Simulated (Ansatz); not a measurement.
Job for Ansatz (an electronic-structure program): R-wB97M-V/def2-TZVPPD on C3H5F (a complex), monomers drawn apart or pushed together. Files ending in .json are basis or fitting sets from the Basis Set Exchange.

Ansatz 0.2 input:
```yaml
crystal:
  periodic: [false, false, false]
  atoms:
    - {symbol: C, position_ang: [-0.13296582, -0.10574667, 0.11218648]}
    - {symbol: C, position_ang: [0.35732020, 0.38157968, -0.86583565]}
    - {symbol: H, position_ang: [-0.55975168, -0.53367843, 0.98988141]}
    - {symbol: H, position_ang: [0.78737977, 0.81099856, -1.73748790]}
    - {symbol: C, position_ang: [0.63250050, -0.02879038, 3.41968055]}
    - {symbol: F, position_ang: [-0.47407272, -0.75329321, 2.97164365]}
    - {symbol: H, position_ang: [1.11552861, 0.43367338, 2.55887900]}
    - {symbol: H, position_ang: [0.28576035, 0.73379517, 4.11679407]}
    - {symbol: H, position_ang: [1.31669899, -0.71668730, 3.91606638]}
basis:
  gaussian:
    orbitals: def2-TZVPPD.json
hamiltonian:
  xc: {name: wB97M-V}
scf: {lower_state_search: off}
```

Output:

```
WARN ansatz: RAYON_NUM_THREADS=1 ignored (pool sized by the plan → 1); use --threads N
Functional definition: wB97M-V
these checks for a lower state are left out or cut short: stability, starts, cluster_reference, orbital_swaps, neighbouring_geometries, increment
integrals: 0.15 GiB planned
1014 factors; their error is unknown
integrals: 0.18 GiB planned
323 factors; integrals over basis functions are off by at most 2.3e-5 eV
mean field: 1.45 GiB planned
mean field evaluation 1: about -5903.7567 eV, gradient 4.0e1 eV
mean field evaluation 2: about -5905.7495 eV, gradient 2.6e1 eV
mean field evaluation 4: about -5906.9898 eV, gradient 1.7e0 eV
mean field evaluation 8: about -5906.9872 eV, gradient 6.2e-1 eV
mean field evaluation 16: about -5906.9876 eV, gradient 2.0e-5 eV
mean field -5906.98763127 eV, -217.0777915490 hartree, gradient 5.4e-6 eV, S^2 0.000000; 0 other end points of the search recorded, 0 dependent functions left out
reference -5906.98768849 eV, -217.0777936519 hartree; 16, 16 occupied and 220, 220 virtual orbitals, 1014 factors
Total energy: -5906.98768849 eV, -217.0777936519 hartree
Checks for a lower state left out: stability, starts, cluster_reference, orbital_swaps, neighbouring_geometries, increment
```

The run converged.

Cost: roughly 5 core-seconds.
